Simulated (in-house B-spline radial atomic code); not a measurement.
Checks on a self-consistent run for Sn III (Sn2+), [Kr] 4d10 5s2. Computed with a radial B-spline atomic code at the basis-set limit: non-relativistic Hartree-Fock, average of configuration, point nucleus.

```csv
orbital,q,ε (Eh),<1/r>,<r²>
1s,2,-1041.86696,49.4749,0.00123786
2s,2,-157.61762,11.3308,0.0202409
2p,6,-147.12908,11.3065,0.0153044
3s,2,-32.23755,4.10421,0.140237
3p,6,-27.84636,4.01591,0.135569
3d,10,-19.80164,3.86333,0.116369
4s,2,-6.14890,1.60277,0.815782
4p,6,-4.60287,1.49102,0.927908
4d,10,-2.00261,1.22581,1.35728
5s,2,-1.01614,0.533959,6.29917
```

Electron-electron repulsion V_ee = 2248.8908 hartree, kinetic energy T = 6022.1775 hartree.

(1) What total energy follows from the eigenvalues?

(2) What is the virial ratio?

(3) What diamagnetic shielding (Lamb formula) and susceptibility (Langevin formula) do the radii give?

Results:

(1) The eigenvalues count the repulsion twice, so E = Σqε - V_ee = -3773.287 - 2248.891 = -6022.178 hartree; the run printed -6022.178.

(2) -V/T = (T - E)/T = 2.000000; at the Hartree-Fock limit it is 2.

(3) σ = (α²/3)Σq<1/r> = 285.865/(3·137.036²) = 5074.2 ppm, and χ = -0.79199×10⁻⁶·Σq<r²> = -28.32×10⁻⁶ cm³/mol with Σq<r²> = 35.763 bohr². Both are non-relativistic formulas without the paramagnetism of open shells.
